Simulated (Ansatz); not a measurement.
```yaml
crystal:
  periodic: [false, false, false]
  atoms:
    - {symbol: C, position_ang: [-0.223492, 2.346895, 0.396695]}
    - {symbol: Si, position_ang: [-1.361663, 1.017303, -0.349641]}
    - {symbol: N, position_ang: [-0.354567, -0.402932, -0.227049]}
    - {symbol: Si, position_ang: [-1.006619, -1.918813, -0.812488]}
    - {symbol: Si, position_ang: [1.264228, -0.449474, 0.434355]}
    - {symbol: H, position_ang: [0.706828, 2.456724, -0.173760]}
    - {symbol: H, position_ang: [0.054623, 2.118502, 1.432689]}
    - {symbol: H, position_ang: [-0.732814, 3.313304, 0.393031]}
    - {symbol: H, position_ang: [-1.052182, -2.919202, 0.286724]}
    - {symbol: H, position_ang: [-2.375127, -1.668393, -1.326246]}
    - {symbol: H, position_ang: [-0.148695, -2.464705, -1.897407]}
    - {symbol: H, position_ang: [1.753967, -1.851446, 0.342229]}
    - {symbol: H, position_ang: [1.276901, -0.035196, 1.860109]}
    - {symbol: H, position_ang: [2.185714, 0.428134, -0.330541]}
basis:
  gaussian: {orbitals: def2-TZVP, fitting: {mean_field: cc-pVTZ-jkfit}}
magnetization: {spin_polarized: true, initial_magnetization: 1}
hamiltonian: {xc: {name: LC-wPBE}}
output: {forces: true}
```

```sh
$ ansatz run in.yaml --threads 4 --pin off --events-out ev --progress --plain --max-ram 10444MiB
```

It prints (some lines left out):

```
Error: a molecule whose nuclei and cores have a total charge of 64 cannot have a net charge of 0 together with 1 unpaired electrons
```

Q: What is wrong with this run?

A: The number of unpaired electrons doesn't fit the electron count. The input was rejected before any iteration.
